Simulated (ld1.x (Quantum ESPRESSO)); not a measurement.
**Configuration tests for antimony (Sb) (TM)**

| Property | Result |
| --- | --- |
| Element | Sb |
| Generator | ld1.x (Quantum ESPRESSO) 7.5 |
| Type | norm-conserving Troullier–Martins (Kleinman–Bylander form) |
| Functional | PBE |
| Relativity | fully relativistic |
| Frozen core | [Kr] |
| Valence charge | 15 |
| Reference configuration | 4d10 5s1.5 5p3.5 |
| Partial waves | 5s (bound): rc 1.60 bohr; 5p (bound): rc 2.50 bohr; 4d (bound): rc 1.50 bohr |
| Local potential | all-electron potential smoothed inside 1.65 bohr (lloc = -2) |
| Core correction | Bessel-smoothed model core, default radius (core density twice the valence density) |

Open shells are filled in proportion to 2j + 1 (rel_dist='average').

Energies are relative to the spin-unpolarised reference configuration 4d10 5s1.5 5p3.5; without spin polarisation the order of configurations can differ from experiment. The frozen-core shift is the all-electron ΔE with the core orbitals held at their reference shape minus the fully relaxed ΔE.

```csv
valence configuration,charge,ΔE all-electron (eV),error AE − PS (meV),frozen-core shift (meV)
4d10 5s2 5p3,0,-4.016,+0.2,+0.1
4d10 5s2 5p2,+1,4.317,-0.3,0.0
4d10 5s1 5p4,0,4.070,+0.1,+0.1
4d9 5s2 5p4,0,27.060,-113,+134
4d10 5s2 5p2.5,+0.5,-0.746,-0.8,0.0
```

Task: What are ΔE and the potential's error for 4d10 5s2 5p1?

Result: ΔE = 20.306 eV all-electron; the error (AE − PS) is +6.2 meV.

Task: What are ΔE and the potential's error for 4d9 5s2 5p3?

Result: ΔE = 36.693 eV all-electron; the error (AE − PS) is +3.9 meV.

Levels in the configuration 4d10 5s2 5p3:

```tsv
level	all-electron (eV)	pseudo (eV)
4d j=3/2	-34.221	-34.219
4d j=5/2	-32.978	-32.976
5s j=1/2	-12.818	-12.822
5p j=1/2	-5.247	-5.250
5p j=3/2	-4.639	-4.642
```
